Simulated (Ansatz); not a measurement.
Computed with Ansatz on PBE0-D4/def2-TZVP structures; ΔE is electronic, products minus reactants. CCSD(T)/CBS adds triple-zeta CCSD(T) − MP2 to the extrapolated MP2 energy (def2 sets, frozen cores). DFT in def2-TZVPP. Elements past krypton have def2 core potentials. For In outer-core shells are correlated without core-valence functions, which leaves a few kJ/mol of doubt a bond. One conformer a species, not always the lowest.

Consider the ligand exchange at a B–C bond: `BC(=C)[O][InH2]` + `CC(N)O` → `BNC(C)O` + `C=C[O][InH2]`.

Problem. Is it downhill or uphill in electronic energy at CCSD(T)/CBS, and by how much? (Estimate.)

Solution. Computed: Downhill: ΔE = -133.8 kJ/mol.

Problem. What do these levels give: B2PLYP, PBE, PBE0, MP2/def2-QZVPP, SCS-MP2/def2-QZVPP, MP2/CBS(def2)? (Estimate.)

Solution. The calculation gave: B2PLYP -137.2, PBE -135.7, PBE0 -137.0, MP2/def2-QZVPP -135.7, SCS-MP2/def2-QZVPP -134.9, MP2/CBS(def2) -134.9 kJ/mol.

Largest T1 diagnostic among the species: 0.017.
